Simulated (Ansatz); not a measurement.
The cluster Na2Sn, relaxed as a singlet with RKS r2SCAN-D4/def2-TZVP in Ansatz, starting from the GFN2-xTB geometry. Force threshold 0.02 eV/Å.

In the def2 sets Sn takes a core potential; there is no spin–orbit coupling. The structure comes from a short search, and lower isomers may exist.

Start:

```xyz
3

Na   -0.300   -1.748    0.342
Na   -1.338    1.201   -0.172
Sn    1.638    0.547   -0.170
```

Problem. Estimate the energy that the relaxation releases and the steps that it takes.

Solution. 17.0 kJ/mol, in 4 steps; 5.5 s on 4 threads of Arm Neoverse V2 on a shared host. No frequencies were taken in this run, so the end may be a saddle point.

Problem. Does the start keep its bonding and symmetry?

Solution. By distances, no bond broke or formed, bridged metal pairs apart. The bond that changes most is Na1–Na2, from 3.17 to 4.07 Å (atoms count from 1). Metal–metal contacts that move far: Na1–Na2 3.17 to 4.07 Å. The end is the same structure that another start reached, the lowest one found. Point group C2v at the start, C2v at the end, both within 0.05 Å.

Problem. Predict the relaxed structure.

Solution. 
```csv
atom,x (Å),y (Å),z (Å)
Na1,-0.040,-2.130,0.404
Na2,-1.372,1.659,-0.257
Sn3,1.412,0.471,-0.146
```
Bond lengths (bridged metal pairs left out): 2 × Na–Sn 3.03 Å.
